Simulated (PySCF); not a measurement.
Fill in the blanks.

Species: C₆H₇F₃OSi₂.
Atom-mapped SMILES: `[O:1]=[C:2]([C:3]1=[CH:4][SiH2:5][CH:6]=[CH:7][SiH2:8]1)[C:9]([F:10])([F:11])[F:12]` (hydrogens: H13 on C4; H14, H15 on Si5; H16 on C6; H17 on C7; H18, H19 on Si8)

Conformer (atom-mapped SMILES and torsion angles): `[O:1]=[C:2]([C:3]1=[CH:4][SiH2:5][CH:6]=[CH:7][SiH2:8]1)[C:9]([F:10])([F:11])[F:12]`: O1–C2–C3–C4 178°, O1–C2–C9–F10 2°.

```csv
property,level,value
"rotational constants A, B, C",PBE0-D3(BJ)/def2-SVP,"1.315, 0.443, 0.355 GHz"
dipole moment,CAM-B3LYP/def2-SVPD,3.59 D
HOMO energy,CAM-B3LYP/def2-SVPD,?
LUMO energy,CAM-B3LYP/def2-SVPD,?
lowest singlet excitation,TDDFT CAM-B3LYP/def2-SVPD,"3.79 eV (327 nm, f = 0.001)"
strongest line among the 10 lowest singlet transitions,TDDFT CAM-B3LYP/def2-SVPD,"S8 at 6.67 eV (186 nm, f = 0.465)"
lowest triplet excitation (Tamm–Dancoff),TDA CAM-B3LYP/def2-SVPD,3.27 eV
static isotropic polarisability,CAM-B3LYP/def2-SVPD,?
electronic spatial extent ⟨r²⟩ about the centre of nuclear charge,CAM-B3LYP/def2-SVPD,?
13C chemical shifts (computed TMS as zero) by class,GIAO PBE/pcSseg-2,"193.1 (C2), 178.3 (C4), 162.5 (C3), 161.9 (C7), 152.8 (C6), 129.6 (C9) ppm"
1H chemical shifts (computed TMS as zero) by class,GIAO PBE/pcSseg-2,"8.79 (H13), 7.63 (H17), 7.35 (H16), 4.91 (H14/H15), 4.80 (H18/H19) ppm"
"isotropic shieldings of nuclei other than C and H, by class",GIAO PBE/pcSseg-2,?
```

Gas-phase values; electronic properties from PySCF, density fitting. Geometry: PBE0-D3(BJ)/def2-SVP, one conformer, isolated molecule. NMR classes are plain means over equivalent atoms (diastereotopic ones count apart unless rotation or inversion swaps them), as if these changed places fast; in this geometry the members of some classes differ.

(1) What is the HOMO energy?

(2) What are the isotropic shieldings of nuclei other than C and H, by class?

(3) What is the electronic spatial extent ⟨r²⟩ about the centre of nuclear charge?

(4) The LUMO energy?

(5) Give the static isotropic polarisability.

## Answers

(1) -9.50 eV.

(2) -320 (O1), 237 (F10/F11/F12), 397 (Si5), 401 (Si8) ppm.

(3) 2938 bohr².

(4) -1.70 eV.

(5) 125.3 au.

The vertical singlet–triplet gap S1 − T1 is 0.52 eV (TDDFT singlet less Tamm–Dancoff triplet; S1: HOMO−1→LUMO, weight 0.75; T1: HOMO−1→LUMO, weight 0.69). The largest Löwdin shares of the LUMO are 0.25 on C4, 0.23 on O1, 0.20 on C2 and 0.15 on C3. No computed singlet falls in the visible range (750 to 380 nm, 1.65 to 3.26 eV); S1 lies 0.53 eV above its blue end. The rotational constants make it an asymmetric top with κ = (2B − A − C)/(A − C) = -0.82, nearer the prolate limit (−1). The principal polarisabilities are 88.9, 127.7 and 159.2 au; their mean is the isotropic value.
